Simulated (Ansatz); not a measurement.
Reaction (substitution at a C–Sb bond): `[SiH3][CH2][SbH2]` + `OCS` → `OCSC[SiH3]` + stibine

Calculated with Ansatz (gas phase, PBE0-D4/def2-TZVP geometries, no zero-point term in ΔE). CBS: MP2 limit from def2 TZ/QZ plus the TZ coupled-cluster correction, frozen cores. Functionals use def2-TZVPP. def2 core potentials past Kr. For Sb outer-core shells are correlated without core-valence functions, which leaves a few kJ/mol of doubt a bond. Each species was taken in one conformer, which may not be the lowest.

```json
{"level": "PBE-D4", "ΔE (kJ/mol)": "7.9"}
{"level": "BLYP", "ΔE (kJ/mol)": "12.3"}
{"level": "HF/def2-SVP", "ΔE (kJ/mol)": "11.1"}
{"level": "MP2/def2-TZVPP", "ΔE (kJ/mol)": "21.2"}
```

What does CCSD(T)/CBS give? (Best estimate.)

The calculation gave: +20.5 kJ/mol. The listed levels differ from it by -12.6, -8.2, -9.4, 0.7 kJ/mol.

Largest T1 diagnostic among the species: 0.014.

At CCSD(T), def2-SVP lies −15.7 kJ/mol from the extrapolated value and def2-TZVPP −2.8 kJ/mol. Leaving LDA and LC-ωPBE aside and taking each functional with its dispersion term where it has one, the values, not all of them listed here, spread over 8.9 kJ/mol, from revPBE-D4 to B2PLYP. LDA lies −9.0 kJ/mol from PBE without D4.
